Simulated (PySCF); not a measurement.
Geometry:
| atom | x (Å) | y (Å) | z (Å) |
| --- | --- | --- | --- |
| C1 | -0.110 | -2.067 | -1.083 |
| C2 | -1.218 | -1.445 | -0.296 |
| C3 | -1.109 | -1.008 | 0.977 |
| O4 | -2.242 | -0.471 | 1.512 |
| C5 | -3.261 | -0.495 | 0.646 |
| N6 | -4.440 | -0.016 | 1.119 |
| C7 | -5.531 | 0.072 | 0.186 |
| C8 | -4.480 | 0.811 | 2.300 |
| P9 | -2.885 | -1.157 | -0.927 |
| H10 | 0.820 | -2.115 | -0.497 |
| H11 | 0.098 | -1.496 | -2.002 |
| H12 | -0.367 | -3.093 | -1.393 |
| H13 | -0.256 | -1.005 | 1.654 |
| H14 | -5.597 | -0.860 | -0.397 |
| H15 | -5.413 | 0.911 | -0.528 |
| H16 | -6.473 | 0.205 | 0.736 |
| H17 | -3.728 | 0.471 | 3.021 |
| H18 | -4.287 | 1.878 | 2.075 |
| H19 | -5.472 | 0.730 | 2.767 |

Calculated, not measured (PySCF 2.14.0 with density-fitted response routines): shielding tensors at PBE0/pcSseg-1 (GIAO), coordinates at the PBE0-D3(BJ)/def2-SVP level. One averaged value for each set of equivalent atoms, no relativistic terms, a single conformation, no solvent model.

Referencing at the same level of theory: ¹³C (σref 184.41), ¹H (σref 31.27) against TMS; ¹⁷O (σref 334.56) against H2O; NH3 for ¹⁵N (σref 265.67); H3PO4 for ³¹P (σref 310.13).

| atoms | nucleus | count | Hirshfeld charge | δ (ppm) |
| --- | --- | --- | --- | --- |
| C2 | ¹³C | 1 | -0.08 | 142.3 |
| O4 | ¹⁷O | 1 | -0.06 | 300.1 |
| H13 | ¹H | 1 | 0.06 | 7.00 |
| C3 | ¹³C | 1 | -0.02 | ? |
| H10/H11/H12 | ¹H | 3 | 0.04 | ? |
| N6 | ¹⁵N | 1 | -0.05 | 94.5 |
| H14/H15/H16/H17/H18/H19 | ¹H | 6 | 0.04 | 2.85 |
| C7/C8 | ¹³C | 2 | -0.06 | 38.2 |
| P9 | ³¹P | 1 | -0.07 | 7.1 |
| C5 | ¹³C | 1 | 0.07 | 201.7 |
| C1 | ¹³C | 1 | -0.12 | ? |

Complete the table.

Answers


- C3: 137.4 ppm, aromatic CH next to the ring oxygen
- C1: 14.9 ppm, methyl carbon on an aromatic ring; aliphatic region, no heteroatom directly attached
- H10/H11/H12: 2.21 ppm, hydrogen on a methyl carbon on an aromatic ring; benzylic-type position, deshielded by the ring

Shifts are as computed. Against solution values, carbons near 30 ppm lie about +2 ppm off and those near 130 ppm about +5 ppm. Of 1309 compounds with measured shifts, 239 miss one by over three times the rms of a fit or turn the order of signals round; such compounds aren't used in these exercises. Unscaled 17O shifts of doubly bonded oxygen tend to come out too high, by tens of ppm or more. Experimental scales use liquid or dissolved standards, which lie at an offset from isolated NH3 (liquid NH3: subtract about 20 ppm) and H2O (liquid H2O: subtract about 36 ppm) and H3PO4.
